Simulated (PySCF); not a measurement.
Vertical excitations of a molecule C₃H₈N, multiplicity 2 from TDA-PBE/def2-SVPD run with PySCF, as energy in eV (oscillator strength): 3.45 (0.045), 4.62 (0.029), 5.39 (0.001), 5.52 (0.004), 5.62 (0.005), 5.75 (0.001), 5.91 (0.009), 6.01 (0.024), 6.26 (0.027), 6.30 (0.014). Geometry optimised at PBE0-D3(BJ)/def2-SVP. The values are those of a single conformer.

Problem. Which molecule gave these data?
A) [CH2]CNC
B) CC(C)[NH]
C) [CH2]N(C)C
D) [CH2]C(C)N

Solution. D, [CH2]C(C)N
